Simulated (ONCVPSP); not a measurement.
Pseudopotential generation for Ag (Z = 47): ONCV, PBEsol, non-relativistic.

Ag (Z = 47), optimised norm-conserving Vanderbilt (ONCV), made with ONCVPSP 4.0.1 (PBEsol, non-relativistic). Core [Ar] 3d10, reference 4s2 4p6 4d10 5s1. Waves: 4s+5s: rc 1.35 bohr, ncon 4, nbas 9, qcut 10.2 1/bohr, 2 projectors; 4p: rc 1.70 bohr, ncon 4, nbas 8, qcut 10 1/bohr, 2 projectors, debl 3.4 Ha; 4d: rc 1.30 bohr, ncon 3, nbas 6, qcut 8.5 1/bohr, 2 projectors, debl 3.2 Ha; f scattering state at 0.06 Ha: rc 1.30 bohr, ncon 5, nbas 9, qcut 9 1/bohr, 2 projectors, debl 0.5 Ha. Local part: polynomial inside 0.95 bohr (lpopt 5, dvloc0 3 Ha). Core correction: none.

What the tests gave:

- Cutoffs needed: 36 Ha and 41 Ha (the cutoffs (Ha) at which the residual kinetic energy of the hardest occupied pseudo-wave falls to 1 and 0.1 mHa per electron)
- Ghost test: no bound ghost flagged; GHOST(+) flagged for s at 257.1 eV
- Largest excitation error: +2.7 meV (all-electron minus pseudo) for 4s2 4p6 4d8 5s0, out of 4 test configurations

Generation and tests took about 5.3 s on one core of a shared server CPU.
